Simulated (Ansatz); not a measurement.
C2H8B2Si (`BC1(B)C[SiH2]1`). Total charge 0; spin multiplicity 1.

```json
{"atom": "B1", "x (Å)": "-1.259", "y (Å)": "0.972", "z (Å)": "0.516"}
{"atom": "C2", "x (Å)": "-0.468", "y (Å)": "-0.236", "z (Å)": "0.016"}
{"atom": "B3", "x (Å)": "-0.074", "y (Å)": "-1.345", "z (Å)": "0.991"}
{"atom": "C4", "x (Å)": "0.036", "y (Å)": "-0.275", "z (Å)": "-1.430"}
{"atom": "Si5", "x (Å)": "1.228", "y (Å)": "0.563", "z (Å)": "-0.317"}
{"atom": "H6", "x (Å)": "-1.477", "y (Å)": "1.096", "z (Å)": "1.685"}
{"atom": "H7", "x (Å)": "-1.655", "y (Å)": "1.806", "z (Å)": "-0.254"}
{"atom": "H8", "x (Å)": "0.466", "y (Å)": "-2.343", "z (Å)": "0.597"}
{"atom": "H9", "x (Å)": "-0.296", "y (Å)": "-1.214", "z (Å)": "2.158"}
{"atom": "H10", "x (Å)": "-0.506", "y (Å)": "0.344", "z (Å)": "-2.139"}
{"atom": "H11", "x (Å)": "0.311", "y (Å)": "-1.254", "z (Å)": "-1.811"}
{"atom": "H12", "x (Å)": "1.288", "y (Å)": "2.036", "z (Å)": "-0.230"}
{"atom": "H13", "x (Å)": "2.405", "y (Å)": "-0.149", "z (Å)": "0.218"}
```

**Question.** Give the diagnostics of a CCSD(T)/def2-TZVPP run (frozen core, Ansatz). (An estimate is asked.)

**Answer.** The calculation gave: T1 = 0.0116, largest single amplitude 0.021, largest double 0.028, (T) share of the correlation energy 4.2 %, 9 CCSD cycles. The RHF solution is stable towards an unrestricted one. T1 lies under the customary mark of 0.02 for closed shells.
